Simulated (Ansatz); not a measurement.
Reaction (cleavage of the Sn–Si bond): `[F][SnH]([F])[SiH3]` + silanol → `[F][SnH]([F])[O][SiH3]` + SiH₄

Gas-phase electronic energies from Ansatz, PBE0-D4/def2-TZVP geometries. CCSD(T)/CBS adds triple-zeta CCSD(T) − MP2 to the extrapolated MP2 energy (def2 sets, frozen cores). This one scheme is used for every species. def2 core potentials past Kr. For Sn outer-core shells are correlated without core-valence functions, which leaves a few kJ/mol of doubt a bond. Each species was taken in one conformer, which may not be the lowest.

`[F][SnH]([F])[SiH3]`:

Z-matrix (Å, degrees):
```
Sn
F 1 1.919
Si 1 2.563 2 107.1
F 1 1.919 2 102.5 3 112.7
H 1 1.703 2 105.1 3 -137.7
H 3 1.483 1 108.2 2 175.2
H 3 1.483 1 108.1 2 -65.2
H 3 1.481 1 107.6 2 54.9
```

`O[SiH3]`:

Cartesian coordinates in Å:
```
O -0.928 0.144 0.872
Si 0.374 -0.043 -0.120
H -1.794 0.201 0.467
H 0.282 -1.298 -0.917
H 1.557 -0.098 0.769
H 0.509 1.094 -1.071
```

`[F][SnH]([F])[O][SiH3]`:

```xyz
9

F    -0.215    1.902   -1.747
Sn   -0.937    1.379   -0.069
F    -2.484    0.378   -0.531
O     0.306    0.136    0.693
Si    0.996   -1.299    0.273
H    -1.293    2.697    0.913
H     0.565   -1.713   -1.088
H     2.472   -1.146    0.299
H     0.589   -2.335    1.256
```

SiH₄:

```xyz
5

Si    0.000    0.000    0.000
H     1.303    0.164    0.692
H    -1.012    0.879    0.637
H    -0.439   -1.414    0.101
H     0.148    0.371   -1.430
```

```json
{"level": "MP2/def2-SVP", "ΔE (eV)": "-0.31"}
{"level": "SCS-MP2/def2-QZVPP", "ΔE (eV)": "-0.22"}
```

(1) What does CCSD(T)/CBS give? (Best estimate.)

Largest T1 diagnostic among the species: 0.014.

Results:

(1) Computed: -0.14 eV. The listed levels differ from it by -0.17, -0.08 eV.

From BLYP to BHLYP (50 % exact exchange), in def2-TZVPP and without D4, ΔE moves by −0.10 eV. At CCSD(T), def2-SVP lies −0.10 eV from the extrapolated value and def2-TZVPP −0.02 eV.
